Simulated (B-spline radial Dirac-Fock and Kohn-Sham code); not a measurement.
Z = 80 (mercury), transition energy 20 keV. Method: a Dirac-Hartree-Slater potential of the neutral atom with a Latter tail (no hole, which puts coefficients of high multipoles low close above an edge), finite nucleus with surface currents. Computed with a radial finite-basis atomic code. The K shell is not open to conversion at this energy. Subshells that would emit electrons below 1 keV are left out.

Problem. A pure transition shows α(L) = 4.45e+08, L1/L2 = 41.5 and L1/L3 = 0.0155. What is its multipolarity?
A. M2
B. E1
C. E2
D. E3
E. M1
F. M3
G. E4
H. M4

Solution. H. For comparison, α(L), L1/L2, L1/L3 are E1 5.11, 0.633, 0.440; E2 9690, 0.0251, 0.0213; E3 1.15e+06, 0.00948, 0.00777; E4 3.56e+07, 0.00457, 0.00313; M1 128, 9.45, 91.9; M2 25400, 22.8, 1.65; M3 5.67e+06, 37.3, 0.0966.
